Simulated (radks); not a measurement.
All-electron atom: Li- in [He] 2s2. Calculated with a radial shooting solver on a logarithmic mesh with Libxc functionals: non-relativistic Kohn-Sham, PBE, spin-polarised, spherical densities, point nucleus; hard spherical wall at 15 bohr.

Unscreened Slater integrals over Kohn-Sham orbitals (eV). They are taken over the spin-up orbitals. Empty in this configuration: 2p.

| integral | value |
|---|---|
| F0(2s,2s) | 4.9042 |
| F0(2s,1s) | 7.0589 |
| G0(2s,1s) | 0.27554 |
| F0(2s,2p) | 3.8497 |
| G1(2s,2p) | 2.1442 |
| F0(1s,1s) | 44.398 |
| F0(1s,2p) | 4.5690 |
| G1(1s,2p) | 0.066737 |
| F0(2p,2p) | 3.3210 |
| F2(2p,2p) | 1.6395 |
